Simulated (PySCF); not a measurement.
Two species compared at the same levels of theory.

First species: C6H6FNO.
SMILES: `C#C/C(=C\F)C(=O)NC`

Second species: C₄H₄Cl₂O.
Z-matrix (Å and degrees, GFN2-xTB geometry), rows numbered from 1:
```
O 
C   1  1.2048
C   2  1.4681  1  126.66
C   3  1.3371  2  125.91  1     0.16
C   4  1.4828  3  125.36  2     0.03
Cl  5  1.7857  4  108.51  3  -120.60
Cl  5  1.7863  4  108.53  3   120.62
H   2  1.1060  1  120.47  3  -179.97
H   3  1.0806  2  115.17  1  -179.81
H   4  1.0829  3  119.87  2  -179.96
H   5  1.0910  4  113.78  3     0.02
```

Levels: CAM-B3LYP/def2-SVPD for dipole moment, HOMO energy, LUMO energy, HOMO–LUMO gap, static isotropic polarisability and electronic spatial extent ⟨r²⟩ about the centre of nuclear charge; TDDFT CAM-B3LYP/def2-SVPD for lowest singlet excitation; TDA CAM-B3LYP/def2-SVPD for lowest triplet excitation (Tamm–Dancoff); GFN2-xTB for rotational constant A and rotational constant C. Geometries: GFN2-xTB. All species are isolated and taken at one optimised geometry, non-relativistic unless stated; the electronic structure was computed with PySCF and density fitting.

The conformers computed, where there is a choice (atom-mapped SMILES and torsion angles):
- `[CH:1]#[C:2]/[C:3](=[CH:4]\[F:5])[C:6](=[O:7])[NH:8][CH3:9]`: C2–C3–C6–O7 180°, C3–C6–N8–C9 180°
- `[O:1]=[CH:2]/[CH:3]=[CH:4]\[CH:5]([Cl:6])[Cl:7]`: O1–C2–C3–C4 0°, C3–C4–C5–Cl6 -121°

Problem. Which of the two has the higher HOMO energy, and by how much?

Solution. The first: -8.74 eV against -9.49 eV, a difference of 0.75 eV.

Problem. Which of the two has the higher ⟨r²⟩, and by how much?

Solution. The first: 1351 bohr² against 1207 bohr², a difference of 144 bohr².

Problem. Which of the two has the higher T1 energy, and by how much?

Solution. The first: 3.34 eV against 3.01 eV, a difference of 0.33 eV.

Problem. Which has the higher static isotropic polarisability?

Solution. The first: 83.9 au against 81.3 au, a difference of 2.6 au.

Problem. Which of the two has the higher S1 energy, and by how much?

Solution. The first: 4.96 eV against 3.51 eV, a difference of 1.45 eV.

Problem. Which of the two has the higher LUMO energy, and by how much?

Solution. The first: -0.49 eV against -1.65 eV, a difference of 1.16 eV.

Problem. Which of the two has the higher rotational constant C, and by how much?

Solution. The second: 0.965 GHz against 0.794 GHz, a difference of 0.171 GHz.

Problem. Which of the two has the higher rotational constant A, and by how much?

Solution. The first: 2.606 GHz against 2.382 GHz, a difference of 0.224 GHz.

On the first: The polarisability is 12.43 Å³ as a volume (1 au = 0.148185 Å³), or 1.27 au for each of the 66 electrons. The vertical singlet–triplet gap S1 − T1 is 1.62 eV (TDDFT singlet less Tamm–Dancoff triplet; S1: HOMO−2→LUMO, weight 0.90; T1: HOMO→LUMO, weight 0.90).

On the second: The dipole equals about 11.0 × 10⁻³⁰ C·m (1 D = 3.33564 × 10⁻³⁰ C·m). A dipole of 3.29 D is allowed in Cs, and pure rotational transitions are dipole-allowed.
